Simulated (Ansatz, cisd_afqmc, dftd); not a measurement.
Species: SF$_{6}$, charge 0, singlet. SF6 (hexafluoro-λ6-sulfane, SMILES FS(F)(F)(F)(F)F).
B3LYP-D3(BJ)/def2-TZVP minimum from Ansatz (a first-principles code):
```xyz
7

F      0.6290    -0.4582    -1.3732
S      0.0000     0.0000     0.0000
F      1.2744    -0.5348     0.7623
F     -0.6866    -1.4125     0.1568
F     -1.2744     0.5348    -0.7623
F      0.6866     1.4125    -0.1568
F     -0.6290     0.4582     1.3732
```
Charge 0, spin multiplicity 1.

Quantity: atomisation energy (electronic, to ground-state atoms), in kcal/mol. Radicals and triplets start from unrestricted determinants; spin-orbit coupling is neglected. Cores are frozen in correlated methods. Rows without X2C or -DK are non-relativistic. AFQMC is phaseless with a CISD trial state; ± is one standard error, without the phaseless bias. Outlying blocks are dropped, and bars are widened where a walk drifts. Over all cases where full CI ran beside it in this data, AFQMC minus full CI had a median of +0.1 mEh and passed +0.4 mEh in a tenth of the cases. CBS(X,Y): correlation extrapolated as X^-3, Hartree-Fock from the larger set. A bracket is a step between two methods taken in the basis named. Functionals run without relativity, which enters their misses. Double hybrids freeze cores in their MP2 part. 'core' is core correlation in cc-pwCVTZ (1s frozen past Ne), 'X2C' scalar relativity in cc-pVTZ-DK, both at CCSD(T).

```json
[
 {"level": "HF/cc-pV(T+d)Z", "program": "Ansatz", "atomisation energy (kcal/mol)": "233.5"},
 {"level": "B2GP-PLYP-D4/def2-TZVPD", "program": "Ansatz + dftd4", "atomisation energy (kcal/mol)": "463.7"},
 {"level": "CCSD/cc-pV(5+d)Z", "program": "Ansatz", "atomisation energy (kcal/mol)": "457.0"},
 {"level": "CCSD(T)/cc-pV(5+d)Z", "program": "Ansatz", "atomisation energy (kcal/mol)": "478.5"},
 {"level": "AFQMC/CISD/cc-pV(T+d)Z", "program": "cisd_afqmc", "atomisation energy (kcal/mol)": "453.0 ± 0.5"},
 {"level": "CCSD(T)/CBS(cc-pV(T+d)Z,cc-pV(Q+d)Z) + [AFQMC/CISD - CCSD(T)]/cc-pV(T+d)Z + core + X2C", "program": "Ansatz + cisd_afqmc", "atomisation energy (kcal/mol)": "480.9 ± 0.5"}
]
```
